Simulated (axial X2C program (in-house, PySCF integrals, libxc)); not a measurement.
## TbOH⁺: the levels of the configuration f9 s0

Computed with an in-house all-electron X2C program for linear molecules (integrals from PySCF): two-component X2C with atomic mean-field Coulomb and Gaunt terms, basis Tb dyall-v3z, O dyall-v3z, H dyall-v3z (cores contracted in-house). Orbitals come from Hartree–Fock averaged over the configuration Tb f9 s0; CI then distributes these electrons over the f, s shells of Tb.

Tb–O–H held linear, bonds 2.036 and 0.950 Å (the second held) (near the minimum of the configuration average).

Active spinors (ω > 0):

| shell | ω | ε (eV) | character |
| --- | --- | --- | --- |
| f | 5/2 | -7.69 | 100% Tb f |
| f | 3/2 | -7.62 | 100% Tb f |
| f | 1/2 | -7.55 | 99% Tb f |
| f | 7/2 | -6.97 | 100% Tb f |
| f | 5/2 | -6.91 | 100% Tb f |
| f | 3/2 | -6.85 | 99% Tb f |
| f | 1/2 | -6.80 | 99% Tb f |
| s | 1/2 | -4.59 | 81% Tb s, 14% Tb p, 3% Tb d |

Lowest levels of this model:

| Ω | energy (cm⁻¹) | g∥ | configuration |
| --- | --- | --- | --- |
| 15/2 | 0 | 19.93 | 100% f9 |
| 13/2 | 318 | 17.08 | 100% f9 |
| 11/2 | 553 | 14.37 | 100% f9 |
| 9/2 | 731 | 11.72 | 100% f9 |
| 7/2 | 868 | 9.09 | 100% f9 |
| 5/2 | 974 | 6.46 | 100% f9 |
| 3/2 | 1047 | 3.87 | 100% f9 |
| 1/2 | 1085 | 1.29 | 100% f9 |
| 13/2 | 2764 | 16.82 | 100% f9 |
| 11/2 | 2960 | 13.88 | 100% f9 |
| 9/2 | 3173 | 11.15 | 100% f9 |
| 7/2 | 3347 | 8.61 | 100% f9 |
| 5/2 | 3468 | 6.14 | 100% f9 |
| 3/2 | 3544 | 3.67 | 100% f9 |
| 1/2 | 3581 | 1.22 | 100% f9 |
| 11/2 | 4770 | 13.65 | 100% f9 |
| 9/2 | 4913 | 10.67 | 100% f9 |
| 7/2 | 5099 | 7.93 | 100% f9 |
| 5/2 | 5264 | 5.57 | 100% f9 |
| 3/2 | 5369 | 3.33 | 100% f9 |
| 1/2 | 5416 | 1.11 | 100% f9 |
| 9/2 | 6315 | 10.40 | 100% f9 |
| 7/2 | 6424 | 7.33 | 100% f9 |
| 5/2 | 6608 | 4.67 | 100% f9 |
| 3/2 | 6770 | 2.88 | 100% f9 |
| 1/2 | 6829 | 0.95 | 100% f9 |
| 11/2 | 9332 | 15.95 | 100% f9 |

g∥ is the magnitude of 2⟨Lz + ge Sz⟩ for the +Ω component.

From Ω and g∥ of the lowest level, whose 2⟨Lz + ge Sz⟩ is positive, find ⟨Sz⟩ and ⟨Lz⟩ (ge = 2.0023).

Ω = ⟨Lz⟩ + ⟨Sz⟩ = 15/2 and ⟨Lz⟩ + ge⟨Sz⟩ = 9.965, so ⟨Sz⟩ = 2.46 and ⟨Lz⟩ = 5.04.

Occupations of the active spinors in the lowest level by ω, shell by shell in order of energy: -7/2: 0.00; -5/2: 0.93 0.07; -3/2: 0.84 0.16; -1/2: 0.70 0.30 0.00; 1/2: 0.51 0.49 0.00; 3/2: 1.00 1.00; 5/2: 1.00 1.00; 7/2: 1.00. The leading determinant has weight 0.28 among 208.

This point took 2 s on 1 thread of Arm Neoverse V2, on a shared host.

There is no dynamic correlation: spin–orbit spacings and, for f shells, spacings inside one term are the most reliable numbers, splittings between terms come out too wide, and energies between configurations are not reliable, so the lowest level need not be the ground state of the molecule. At most 4 roots were kept for each Ω > 0 (twice that for Ω = 0) within 2.2 eV of the lowest, so higher up levels can be missing between those listed; levels with Ω > 0 are doubly degenerate and listed once, Ω = 0 levels singly. States that fill the shells left empty in the average are placed too high. The molecule was held linear; bending was not examined.
